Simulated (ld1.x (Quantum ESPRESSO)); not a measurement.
**silicon: one change to a TM potential, before and after**

```
Element                 : silicon (Si)
Generator               : ld1.x (Quantum ESPRESSO) 7.5
Type                    : norm-conserving Troullier–Martins (Kleinman–Bylander form)
Functional              : LDA (PZ)
Relativity              : scalar-relativistic
Frozen core             : [Ne]
Valence charge          : 4
Reference configuration : 3s2 3p2
Partial waves           : 3s (bound): rc 1.90 bohr; 3p (bound): rc 1.95 bohr; 3d channel at 0.45 Ry: rc 1.85 bohr
Local potential         : all-electron potential smoothed inside 1.75 bohr (lloc = -1)
Core correction         : a·sin(br)/r model core inside 1.20 bohr
```

Change: functional Wu–Cohen.

Cutoffs: the cutoffs (Ry, on a coarse ladder) from which the occupation-weighted sum of valence levels, in a spherical-Bessel basis at the reference potential, stays within 10 and 1 mRy of its value at 400 Ry; they do not see the model core or the augmentation charge, which bear on the density cutoff. Errors are all-electron minus pseudo energies relative to the spin-unpolarised reference configuration.

Task: What does the change do?

Result: The potential gets neither clearly harder nor softer (15 Ry and 35 Ry → 15 Ry and 35 Ry); the number of tests with a reliable result goes from 9 to 7; of the 7 tests that both files solve, the error grows in 2 and shrinks in 2 by more than 15 % and 0.3 meV (median size 4.6 → 3.4 meV); neither file shows a bound ghost.

```csv
quantity,base,changed
"cutoff, loose",15 Ry,15 Ry
"cutoff, tight",35 Ry,35 Ry
bound ghosts,none,none
"error for 3s2 3p1, meV [ΔE 7.83 → 7.72 eV]",+3.6,+3.3
"error for 3s2 3p0, meV [ΔE 23.94 → 23.71 eV]",+27,+24
"error for 3s1 3p0, meV [ΔE 58.09 → 57.66 eV]",+82,+59
"error for 3s1 3p3, meV [ΔE 6.81 eV]",-1.6,-3.4
"error for 3s1 3p2, meV [ΔE 15.24 → 15.14 eV]",+4.6,+2.1
"error for 3s2 3p1.5, meV [ΔE 2.96 → 2.91 eV]",+0.5,+0.5
"error for 3s0 3p4, meV [ΔE 13.78 → 13.76 eV]",-7.3,-15
s: phases at 2.15 bohr within 0.05 rad from the reference energy up to (Ry; the scan ends near 5),2.1,2.1
p: phases at 2.15 bohr within 0.05 rad from the reference energy up to (Ry; the scan ends near 5),3.5,3.5
d: phases at 2.15 bohr within 0.05 rad from the reference energy up to (Ry; the scan ends near 5),to the end of the scan,to the end of the scan
```
